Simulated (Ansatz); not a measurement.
**Which is lower?**

The two ends of one reaction step of ZnH₂Cl₂, closed shell (PBE0-D4/def2-TZVP).

A:

```
atom    x (Å)    y (Å)    z (Å)
 Zn1  -0.3715  -0.2868  -0.9268
  H2   0.7728   0.1276   1.4791
 Cl3   0.6575  -2.1033  -0.8592
  H4   0.3935   0.7728   1.4309
 Cl5  -1.4525   1.4896  -1.1240
```

B:

Zn1  (0.637, -0.918, 0.240)
H2  (1.019, -0.243, 1.556)
Cl3  (0.305, -2.105, -1.480)
H4  (-0.890, 2.004, 0.357)
Cl5  (-1.071, 1.262, -0.672)
(Å)

Ansatz 0.2.0; basis: def2-TZVPP; cores frozen in the correlated methods. The 3s and 3p shells of Cu and Zn are frozen; filled d shells are correlated. B3LYP uses VWN-RPA correlation.

Task: Which structure is lower at CCSD(T), and by how much? (Judge from chemistry; the value comes from the calculation.)

Result: By the calculation: A, by 20.79 kcal/mol (electronic energy, against the other). By their contacts, A is a complex of ZnCl₂ + H₂ and B is a complex of ZnHCl ([Cl][ZnH]) + HCl.

All methods give the same order:

| method | E(B) − E(A) (kcal/mol) |
| --- | --- |
| SPW92 | 16.60 |
| PBE-D4 | 19.26 |
| BLYP-D4 | 19.45 |
| r2SCAN-D4 | 21.01 |
| B97M-V | 18.69 |
| PBE0-D4 | 20.58 |
| B3LYP-D4 | 20.35 |
| r2SCAN0-D4 | 21.84 |
| BHLYP-D4 | 21.91 |
| CAM-B3LYP-D4 | 20.00 |
| wB97X-V | 21.08 |
| wB97M-V | 20.35 |
| B2PLYP | 21.36 |
| PBE-QIDH | 22.09 |
| RPA on PBE | 19.17 |
| HF | 24.68 |
| MP2 | 22.13 |
| CCSD | 20.90 |
| CCSD(T) | 20.79 |

T1 diagnostic: at most 0.013.

Labels in which every atom is bracketed show which atoms are joined, not bond orders.

For scale, one of the runs: CCSD(T)/def2-TZVPP, 176 basis functions, launched by `ansatz run in.yaml --threads 4 --pin off --events-out ev --progress --plain --max-ram 9574MiB`. Hardware: 4 CPU threads of an Arm Neoverse V2, shared host. Wall time 27 s; peak host memory 1.5 GiB.
